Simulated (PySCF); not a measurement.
This PySCF input asks for the NMR shieldings of SMILES CB[C@@H](C)N[SiH2][SiH3], C3H14BNSi2; the geometry comes from GFN2-xTB.

```python
import basis_set_exchange as bse
import numpy as np
from pyscf import gto, dft
from pyscf.prop import nmr

atoms = """
C    -3.101002   -1.336487   -0.284955
B    -1.692398   -1.134452    0.373054
C    -0.781874    0.102990   -0.021524
C    -1.332918    1.352949    0.703305
N     0.630603   -0.086608    0.272210
Si    1.894465    0.749006   -0.529536
Si    3.882402   -0.129054    0.208893
H    -3.382888   -0.565526   -0.997478
H    -3.123802   -2.292308   -0.809021
H    -3.884731   -1.403263    0.469168
H    -1.326013   -1.883671    1.197428
H    -0.834324    0.317421   -1.094718
H    -2.361112    1.544818    0.409404
H    -0.723578    2.217892    0.451536
H    -1.300407    1.209101    1.781730
H     0.773107   -0.412131    1.216013
H     1.856784    2.224532   -0.372951
H     1.621308    0.539873   -1.961387
H     3.764731   -1.287189    1.102432
H     4.727034   -0.561905   -0.907001
H     4.685691    0.850955    0.947630
"""
names = dict.fromkeys(["C", "B", "N", "Si", "H"], "pcSseg-1")
basis = {el: gto.basis.parse(bse.get_basis(n, elements=[el], fmt="nwchem")) for el, n in names.items()}
mol = gto.M(atom=atoms, basis=basis, charge=0, verbose=0)
mf = dft.RKS(mol, xc="PBE0")
mf.grids.level = 2
mf.grids.alignment = dft.numint.BLKSIZE   # the property module wants whole blocks of grid points
mf.conv_tol = 1e-9
mf.kernel()

calc = nmr.RKS(mf)   # GIAO
C = mf.mo_coeff
Co = C[:, mf.mo_occ > 0]
resp = mf.gen_response(singlet=True, hermi=2)
def vind(x):   # induced exchange potential for any number of trial vectors
    d = np.einsum("pi,xij,qj->xpq", C, 2 * x.reshape(-1, C.shape[1], Co.shape[1]), Co, optimize=True)
    return np.einsum("xpq,pi,qj->xij", resp(d - d.transpose(0, 2, 1)), C, Co, optimize=True).ravel()
mo1, _ = nmr.rhf.solve_mo1(calc, with_cphf=vind)
sigma = calc.kernel(mo1)
for i, s in enumerate(sigma):   # ppm
    w = np.linalg.eigvalsh((s + s.T) / 2)
    print("%2d %-2s iso %8.1f  s11 %8.1f  s22 %8.1f  s33 %8.1f" % (i, mol.atom_pure_symbol(i), w.mean(), *w))
```

**Question.** What does it print?

**Answer.** 
```
 0 C  iso    172.7  s11    147.3  s22    183.8  s33    186.9
 1 B  iso     12.0  s11    -56.7  s22    -19.4  s33    112.2
 2 C  iso    129.6  s11    106.3  s22    125.7  s33    156.7
 3 C  iso    170.3  s11    147.2  s22    174.6  s33    189.1
 4 N  iso    233.8  s11    184.8  s22    224.9  s33    291.7
 5 Si iso    410.6  s11    363.8  s22    377.7  s33    490.2
 6 Si iso    471.2  s11    448.6  s22    478.2  s33    486.8
 7 H  iso     30.7  s11     27.1  s22     31.1  s33     33.9
 8 H  iso     30.7  s11     27.1  s22     28.2  s33     36.9
 9 H  iso     30.7  s11     27.5  s22     28.2  s33     36.5
10 H  iso     24.2  s11     17.6  s22     26.9  s33     28.2
11 H  iso     28.8  s11     23.5  s22     29.7  s33     33.2
12 H  iso     30.9  s11     25.7  s22     29.1  s33     37.8
13 H  iso     29.9  s11     25.6  s22     29.5  s33     34.6
14 H  iso     31.3  s11     28.0  s22     29.0  s33     36.7
15 H  iso     32.0  s11     22.7  s22     32.1  s33     41.2
16 H  iso     26.4  s11     22.2  s22     25.4  s33     31.7
17 H  iso     27.0  s11     23.7  s22     25.5  s33     31.8
18 H  iso     28.4  s11     24.8  s22     27.0  s33     33.4
19 H  iso     28.3  s11     24.9  s22     25.9  s33     34.2
20 H  iso     28.3  s11     25.0  s22     26.0  s33     34.0
```

These numbers come from an equivalent density-fitted implementation of the same equations, which agrees with the script to about 0.01 ppm for H and up to a few tenths of a ppm for heavy atoms, so last digits may differ.

Size and cost of the density-fitted run: 203 basis functions, 75 s wall time on 1 thread of an Arm Neoverse N1, shared host; peak memory 0.93 GiB.
